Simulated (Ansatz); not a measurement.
Basis-set extrapolation for `BBCC` (PBE0-D4/def2-TZVP geometry, frozen core, the Gaussian-basis code of Ansatz). Multiplicity 1, RHF reference.

```tsv
	def2-TZVPP	def2-QZVPP
HF	-129.761784	-129.768160
MP2 correlation	-0.552417	-0.587006
CCSD(T) correlation	-0.629695	not run
```

Energies in hartree. Use E(X) = E(∞) + A·exp(−7.88·√X) for Hartree–Fock and E(X) = E(∞) + B·X^(−2.97) for correlation, with X = 3 and 4, and add CCSD(T) minus MP2 of the smaller set to the MP2 limit.

What is the CCSD(T) energy at the basis-set limit?

HF limit: -129.768160 + (-0.006376) × 0.13774 = -129.76904. MP2 limit: -0.587006 + (-0.034589) × 0.74074 = -0.61263. Higher-order term: -0.629695 − (-0.552417) = -0.07728. Total: -130.45895 hartree, 177.1 kJ/mol below CCSD(T)/def2-TZVPP.
